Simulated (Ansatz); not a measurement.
Be₅Se₅, relaxed as a singlet with RKS PBE-D4/def2-SVP in Ansatz, starting from the GFN1-xTB geometry. Force threshold 0.03 eV/Å.

The structure comes from a short search, and lower isomers may exist.

Start:

Cartesian coordinates in Å:
```
Be -1.2343 1.8319 -1.0942
Be 1.5358 0.0080 -0.7797
Be -1.4407 -0.6818 -0.3464
Be 0.6741 0.7388 1.4073
Be 0.7365 -1.7063 0.8573
Se -0.9587 -0.6966 1.8421
Se 0.7350 2.0481 -0.3898
Se 0.2852 -1.7454 -1.3006
Se -2.8344 0.6527 -1.3352
Se 2.5014 -0.4493 1.1391
```

| step | energy (eV) | largest force component (eV/Å) | SCF passes |
| --- | --- | --- | --- |
| 1 | -328673.1844 | 0.706 | 17 |
| 2 | -328673.3387 | 0.616 | 25 |
| 3 (rejected) | -328673.1277 | 2.558 | 25 |
| 4 | -328673.4435 | 0.081 | 20 |
| 5 | -328673.4458 | 0.015 | 21 |

Force components are those of the run's own axes.

End:

```xyz
10

Be   -1.155    1.677   -1.014
Be    1.450    0.002   -0.740
Be   -1.367   -0.642   -0.327
Be    0.631    0.691    1.333
Be    0.672   -1.597    0.796
Se   -0.988   -0.670    1.869
Se    0.782    2.118   -0.395
Se    0.283   -1.739   -1.347
Se   -2.805    0.611   -1.312
Se    2.497   -0.451    1.137
```

By distances, no bond broke or formed. The bond that changes most is Be4–Se6, from 2.22 to 2.18 Å (atoms count from 1).

No frequencies were taken in this run, so the end may be a saddle point.

It took 20 s on 4 threads of Arm Neoverse V2 on a shared host.
